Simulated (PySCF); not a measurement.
C₂H₁₂Si₄, SMILES [SiH3][SiH]1C[SiH2][SiH2]C1. Atoms are numbered in the order given.

```xyz
18

Si     3.1025     0.1357     0.0000
Si     0.8238    -0.4525     0.0000
C     -0.1051     0.2416    -1.5137
Si    -1.9786     0.0288    -1.1860
Si    -1.9786     0.0288     1.1860
C     -0.1051     0.2416     1.5137
H      3.8096    -0.3920    -1.2219
H      3.8096    -0.3920     1.2219
H      3.2270     1.6392     0.0000
H      0.6887    -1.9572     0.0000
H      0.1221     1.3262    -1.6006
H      0.2112    -0.2432    -2.4598
H     -2.4554    -1.2907    -1.7352
H     -2.7982     1.1238    -1.8197
H     -2.4554    -1.2907     1.7352
H     -2.7982     1.1238     1.8197
H      0.2112    -0.2432     2.4598
H      0.1221     1.3262     1.6006
```

Geometry optimised at PBE-D3(BJ)/def2-SVP. The structure was generated by enumeration, and PubChem lists no compound with its InChIKey, so it may never have been made. The values are those of a single conformer.

Calculation: TDA-PBE/def2-SVPD in PySCF.

Vertical excitations. Gas-phase values at a fixed geometry. State labels are in the subgroup Cs.

Computed lowest excited states:
```
state  symmetry  energy (eV)  λ (nm)      f                                              main pairs
-----  --------  -----------  ------  -----  ------------------------------------------------------
S1           A'         5.73     216  0.009                                          HOMO→LUMO 86 %
S2           A'         5.75     216  0.017                      HOMO→LUMO+1 50 %, HOMO−1→LUMO 39 %
S3           A'         5.83     213  0.055  HOMO−1→LUMO 41 %, HOMO→LUMO+1 38 %, HOMO−1→LUMO+1 15 %
S4           A"         5.98     207  0.000                                      HOMO−1→LUMO+2 96 %
S5           A'         6.04     205  0.013                    HOMO−1→LUMO+1 74 %, HOMO−1→LUMO 13 %
S6           A"         6.14     202  0.010                                        HOMO→LUMO+2 88 %
T1           A'         5.30     234      0                    HOMO−1→LUMO 55 %, HOMO−1→LUMO+1 34 %
T2           A'         5.40     229      0                        HOMO→LUMO 66 %, HOMO−1→LUMO 23 %
```
Triplets are in the Tamm–Dancoff approximation.
